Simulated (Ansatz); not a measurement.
Wavefunction ladder for CH₈O₄Si₂, SMILES `C[SiH](O)O[SiH](O)O`

Z-matrix (Å, degrees):
```
C
Si 1 1.846
H 1 1.093 2 110.7
H 1 1.093 2 110.4 3 -119.8
H 1 1.092 2 110.6 3 120.4
O 2 1.638 1 108.6 3 179.8
O 2 1.653 1 109.7 3 -60.7
H 2 1.487 1 111.4 3 57.3
H 6 0.963 2 114.8 1 156.0
Si 7 1.616 2 136.7 1 -152.9
O 10 1.644 7 106.5 2 11.9
O 10 1.635 7 114.0 2 -104.1
H 10 1.477 7 108.2 2 133.0
H 11 0.958 10 117.0 7 -153.2
H 12 0.958 10 118.6 7 -73.5
```

Total charge 0; spin multiplicity 1. All single points use the PBE0-D4/def2-TZVP geometry. It is one conformer, not always the lowest. Frozen core, restricted reference, Ansatz 0.2.0. CBS rows extrapolate triple and quadruple zeta; past MP2 they add the triple-zeta difference.

```
     basis     HF (Eh)  MP2 corr.  CCSD corr.    (T)  CCSD(T) total
def2-TZVPP  -920.32410   -1.36830           ?      ?              ?
def2-QZVPP  -920.36041   -1.47776           –      –              –
 CBS(def2)           ?          ?    -1.59745  as TZ              ?
```

Question: Fill in the withheld values. (Estimate.)

Answer: Ansatz gave: def2-TZVPP CCSD corr.: -1.40690; def2-TZVPP (T): -0.04978; def2-TZVPP CCSD(T) total: -921.78078; CBS(def2) HF (Eh): -920.36541; CBS(def2) MP2 corr.: -1.55885; CBS(def2) CCSD(T) total: -922.01264.
